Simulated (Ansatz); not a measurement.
Reaction (formal hydrolysis of the Nb–Cl bond): `[NH]=[Nb]([NH2])([NH2])[Cl]` + H₂O → `[NH]=[Nb]([NH2])([NH2])[OH]` + HCl

Program: Ansatz. Geometries: PBE0-D4/def2-TZVP. ΔE: electronic, gas phase. CCSD(T)/CBS adds triple-zeta CCSD(T) − MP2 to the extrapolated MP2 energy (def2 sets, frozen cores). This one scheme is used for every species. Functionals use def2-TZVPP. Elements past krypton have def2 core potentials. For Nb outer-core shells are correlated without core-valence functions, which leaves a few kJ/mol of doubt a bond. One conformer a species, not always the lowest.

```csv
level,ΔE (kJ/mol)
r2SCAN-D4,48.3
PBE-QIDH,55.0
```

Q: What does CCSD(T)/CBS give? (Estimate.)

A: The calculation gave: +52.3 kJ/mol. The listed levels differ from it by -4.0, 2.7 kJ/mol.

Q: What do rigid-rotor, harmonic-oscillator terms from PBE0-D4/def2-TZVP frequencies (298.15 K, 1 bar) make of the CCSD(T)/CBS value? (An estimate is asked.)

A: Computed: ΔZPE = -9.4 kJ/mol, ΔH = +43.2 kJ/mol, ΔS = -1 J/(mol·K), ΔG = +43.5 kJ/mol.

Largest T1 diagnostic among the species: 0.020, so the coupled-cluster value is less sure than usual.

From BLYP to BHLYP (50 % exact exchange), in def2-TZVPP and without D4, ΔE moves by +5.3 kJ/mol. At CCSD(T), def2-SVP lies −11.8 kJ/mol from the extrapolated value and def2-TZVPP −3.7 kJ/mol. Leaving LDA and LC-ωPBE aside and taking each functional with its dispersion term where it has one, the values, not all of them listed here, spread over 14.9 kJ/mol, from CAM-B3LYP-D4 to PBE-QIDH. LDA lies −4.0 kJ/mol from PBE without D4.
